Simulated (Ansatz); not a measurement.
Basis-set series for `[InH2][BH][TeH]`. The species carries charge 0 and has multiplicity 1. In, Te takes the def2 core potential. Geometry: relaxed with PBE0-D4/def2-TZVP.

```csv
functional,basis,functions,energy (Eh),HOMO (eV),LUMO (eV)
PBE0-D4,def2-SVP,86,-485.31085,-7.12,-1.88
PBE0-D4,def2-TZVPP,187,-485.35833,-7.14,-1.95
ωB97M-V,def2-SVP,86,-485.22185,-9.13,-0.16
ωB97M-V,def2-TZVPP,187,-485.27401,-9.17,-0.32
```

**Question.** Give the rows for def2-QZVPP. (Best estimate.)

**Answer.** Computed: 
```json
{"functional": "PBE0-D4", "basis": "def2-QZVPP", "functions": "341", "energy (Eh)": "-485.36335", "HOMO (eV)": "-7.14", "LUMO (eV)": "-1.97"}
{"functional": "ωB97M-V", "basis": "def2-QZVPP", "functions": "341", "energy (Eh)": "-485.27920", "HOMO (eV)": "-9.18", "LUMO (eV)": "-0.35"}
```
